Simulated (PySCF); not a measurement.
Question: Write a Z-matrix for `CC[AsH2+][AlH3-]` as optimised with PBE0-D3(BJ)/def2-SVP.

Answer: 
Z-matrix in Å and degrees, rows numbered from 1:
```
C 
C   1  1.5176
As  2  1.9526  1  115.34
Al  3  2.5886  2  115.73  1   179.65
H   1  1.1007  2  111.66  3   -60.40
H   1  1.1013  2  110.52  3   179.95
H   1  1.1008  2  111.71  3    60.32
H   2  1.1014  1  112.03  3  -120.32
H   2  1.1016  1  111.93  3   120.33
H   3  1.5134  2  100.64  1    49.30
H   3  1.5132  2  100.63  1   -50.25
H   4  1.6005  3  100.59  2   178.03
H   4  1.6053  3   95.55  2    57.32
H   4  1.6052  3   95.96  2   -61.16
```

As3 (arsenic bonded to Al, C and 2 H) is distorted tetrahedral (angles from 97.3° to 119.5°). The 4 heavy atoms lie in one plane (0.003 Å rms). Al4 (aluminium bonded to As and 3 H) has angles from 95.5° to 118.8°.

Computed, not measured: PBE0-D3(BJ)/def2-SVP geometry optimisation, gas phase in PySCF 2.14.0.

Point group: near Cs, missed by 0.08 Å at most; the miss may be what the optimiser left on a soft mode. No PBE0-D3(BJ)/def2-SVP frequencies stand behind this structure, so it isn't proved a minimum. One conformer, not necessarily the lowest (C1–C2–As3–Al4 180°).
